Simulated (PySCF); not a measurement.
**Simulated absorption spectrum**

Species: C6H8NP.
Geometry (GFN2-xTB, Å), atoms numbered from 1 in this order:
```xyz
16
C6H8NP angstrom
C     -2.0984   -0.4726   -0.7031
C     -1.2125   -0.7720    0.5083
C      0.1659   -0.2151    0.2985
C      0.4426    1.1186    0.6014
C      1.6788    1.6908    0.4014
P      3.0551    0.8480   -0.2483
C      2.2868   -0.7030   -0.4778
N      1.0542   -1.0537   -0.2137
H     -1.6648   -0.9113   -1.5984
H     -3.0911   -0.8909   -0.5559
H     -2.1917    0.6010   -0.8540
H     -1.1351   -1.8515    0.6394
H     -1.6576   -0.3350    1.4043
H     -0.3546    1.7221    1.0163
H      1.8170    2.7335    0.6639
H      2.8978   -1.4999   -0.8937
```

Computed, not measured: PySCF 2.14.0, density-fitted response routines, TDDFT wB97X-D/def2-SVPD, vertical, gas phase, core orbitals frozen in the response.

Computed states:

| state | E (eV) | f |
| --- | --- | --- |
| S1 | 4.01 | 0.0049 |
| S2 | 4.30 | 0.0010 |
| S3 | 4.85 | 0.090 |
| S4 | 5.18 | 0.183 |
| S5 | 5.63 | 0.010 |
| S6 | 5.99 | 0.0036 |
| S7 | 6.39 | 0.155 |
| S8 | 6.98 | 0.359 |

Each state is given a Gaussian of 0.25 eV full width at half maximum, with ε(max) = 2.175×10⁸ f / Δν̃ (Δν̃ the width in cm⁻¹). The width is an assumption, not a result. The curve ends short of the highest state used, and states not computed would add to its high-energy end.

Question: What does the envelope look like, and where are its maxima?

Answer: 
(λ (nm), ε (L mol⁻¹ cm⁻¹)): (194.4, 16494), (198.6, 6031), (202.8, 688), (207.0, 401), (211.2, 298), (215.4, 581), (219.6, 1116), (223.8, 869), (228.0, 1289), (232.2, 6512), (236.4, 16501), (240.6, 19198), (244.7, 12202), (248.9, 7783), (253.1, 9250), (257.3, 9391), (261.5, 5838), (265.7, 2231), (269.9, 549), (274.1, 102), (278.3, 49), (282.5, 79), (286.7, 111), (290.9, 129), (295.1, 167), (299.3, 269), (303.5, 416), (307.7, 518), (311.9, 502), (316.1, 380), (320.3, 228), (324.5, 111), (328.7, 44), (332.9, 15), (337.1, 4), (341.3, 1)

Maxima: 309 nm (4.01 eV), ε about 530, made up of S1 (100%); 255 nm (4.85 eV), ε about 9900, made up of S3 (98%); 239 nm (5.18 eV), ε about 20000, made up of S4 (100%); 220 nm (5.63 eV), ε about 1100, made up of S5 (100%); 207 nm (6.00 eV), ε about 400, made up of S6 (95%) (hardly more than a shoulder) (ε in L mol⁻¹ cm⁻¹; maxima over ε = 5, shares over 10%). At its high-energy end, 6.38 eV, the curve is still rising (ε about 17000, from S7).

Question: What would ε be at 5.18 eV, the highest of these maxima, with half the width (0.125 eV)?

Answer: About 39400 L mol⁻¹ cm⁻¹ against 19800, a factor of about 1.99; a lone state at its own centre would give exactly 2.

Question: On this curve, what absorbance would a 10⁻³ mol/L sample give at 222 nm over a 1 cm path?

Answer: 222 nm is 5.585 eV, where ε is about 1100 L mol⁻¹ cm⁻¹, so A = ε c l ≈ 1.1 (Beer–Lambert, with the gas-phase spectrum and the assumed width).

Question: Coming from long wavelengths, where does ε first pass 100 L mol⁻¹ cm⁻¹?

Answer: At about 325 nm (3.82 eV), 0.19 eV below S1.

The run took about 2.1 min of CPU time (one thread, shared machine).

One conformer stands for the species.
